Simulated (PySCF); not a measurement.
Two species compared at the same levels of theory.

First species: alpha-pinene, C10H16.
Numbering: `[CH3:1][C:2]1=[CH:3][CH2:4][C@@H:5]2[CH2:6][C@H:7]1[C:8]2([CH3:9])[CH3:10]` (hydrogens: H11, H12, H13 on C1; H14 on C3; H15, H16 on C4; H17 on C5; H18, H19 on C6; H20 on C7; H21, H22, H23 on C9; H24, H25, H26 on C10)

Second species: SnMeBr3, CH3Br3Sn.
SMILES: `[CH3][Sn]([Br])([Br])[Br]`

Levels: CAM-B3LYP/def2-SVPD for HOMO energy, LUMO energy, HOMO–LUMO gap and static isotropic polarisability; TDDFT CAM-B3LYP/def2-SVPD for lowest singlet excitation; TDA CAM-B3LYP/def2-SVPD for lowest triplet excitation (Tamm–Dancoff); ΔSCF CAM-B3LYP/def2-SVPD for vertical ionisation energy. Geometries: PBE0-D3(BJ)/def2-SVP. All species are isolated and taken at one optimised geometry (atoms past krypton carry core potentials, spin–orbit coupling is left out); the electronic structure was computed with PySCF and density fitting.

| property | column X | column Y |
| --- | --- | --- |
| HOMO energy | -7.70 eV | -9.77 eV |
| LUMO energy | 1.28 eV | -1.63 eV |
| HOMO–LUMO gap | 8.98 eV | 8.14 eV |
| lowest singlet excitation | 6.34 eV | 4.92 eV |
| lowest triplet excitation (Tamm–Dancoff) | 4.00 eV | 4.56 eV |
| static isotropic polarisability | 111.2 au | 118.9 au |
| vertical ionisation energy | 8.28 eV | 10.60 eV |

Question: Which column belongs to which species?

Answer: Column X is the first species and column Y the second. The first has 26 atoms and 76 electrons, the second 8 and 164.

Question: How does each property change from the first species to the second?

Answer: HOMO energy -2.07 eV; LUMO energy -2.91 eV; HOMO–LUMO gap -0.84 eV; lowest singlet excitation -1.42 eV; lowest triplet excitation (Tamm–Dancoff) +0.56 eV; static isotropic polarisability +7.7 au; vertical ionisation energy +2.32 eV.

On the first: The principal polarisabilities are 101.2, 115.5 and 116.9 au; their mean is the isotropic value. S1 lies 2.64 eV below the HOMO–LUMO gap; its leading configuration is HOMO→LUMO, weight 0.74.

On the second: In wavenumbers S1 is 39700 cm⁻¹ (1 eV = 8065.54 cm⁻¹). The vertical singlet–triplet gap S1 − T1 is 0.36 eV (TDDFT singlet less Tamm–Dancoff triplet; S1: HOMO→LUMO, weight 0.95; T1: HOMO→LUMO, weight 0.92). Atoms past krypton carry effective core potentials; spin–orbit coupling is left out.
